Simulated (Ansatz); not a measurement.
`[InH2][BH][TeH]` + `OBF` → `FB[O][InH2]` + `B[TeH]` at 298.15 K and 1 bar (cleavage of the In–B bond).

Gas-phase electronic energies from Ansatz, PBE0-D4/def2-TZVP geometries. CCSD(T)/CBS is the MP2 limit (def2-TZVPP, def2-QZVPP) plus CCSD(T) − MP2 in def2-TZVPP, frozen cores. This one scheme is used for every species. def2 core potentials past Kr. For In, Te outer-core shells are correlated without core-valence functions, which leaves a few kJ/mol of doubt a bond. Each species was taken in one conformer, which may not be the lowest.

```json
{"species": "`[InH2][BH][TeH]`", "CCSD(T)/CBS energy (Eh)": "-484.70285", "H − E (kJ/mol)": "100.1", "S (J/(mol·K))": "352.9"}
{"species": "`OBF`", "CCSD(T)/CBS energy (Eh)": "-201.07426", "H − E (kJ/mol)": "91.0", "S (J/(mol·K))": "252.9"}
{"species": "`FB[O][InH2]`", "CCSD(T)/CBS energy (Eh)": "-391.48685", "H − E (kJ/mol)": "101.7", "S (J/(mol·K))": "333.1"}
{"species": "`B[TeH]`", "CCSD(T)/CBS energy (Eh)": "-294.31292", "H − E (kJ/mol)": "83.4", "S (J/(mol·K))": "268.1"}
```

H − E and S are ideal-gas, rigid-rotor, harmonic terms from PBE0-D4/def2-TZVP, for one conformer and one mirror image of each species. 1 Eh = 2625.50 kJ/mol, R = 8.31446 J/(mol·K).

**Question.** By hand: ΔE, ΔH, ΔS and ΔG.

**Answer.** ΔE = (-391.48685) + (-294.31292) − (-484.70285) − (-201.07426) = -0.02266 Eh = -59.5 kJ/mol. Δ(H − E) = 101.7 + 83.4 − 100.1 − 91.0 = -6.0, so ΔH = -65.5 kJ/mol. ΔS = 333.1 + 268.1 − 352.9 − 252.9 = -4.6 J/(mol·K). ΔG = -65.5 − 298.15 × (-4.6)/1000 = -64.1 kJ/mol.

**Question.** By hand: the equilibrium constant, and the temperature at which ΔG would vanish if ΔH and ΔS stayed fixed.

**Answer.** log₁₀ K = −ΔG/(RT ln 10) = 11.2. ΔG = 0 at ΔH/ΔS = 14239 K, far beyond where these terms or the molecules hold.

The number of gas molecules stays the same, so ΔS is small and ΔH decides. A doubt of 5 kJ/mol in ΔE shifts log₁₀ K by 0.9 here. Other conformers and mirror images would add mixing entropy, several J/(mol·K) or more a flexible species. These are equilibria of isolated gas molecules and say nothing of rates. Largest T1 diagnostic: 0.016 (customary marks: 0.02 for closed shells, 0.045 for open ones).
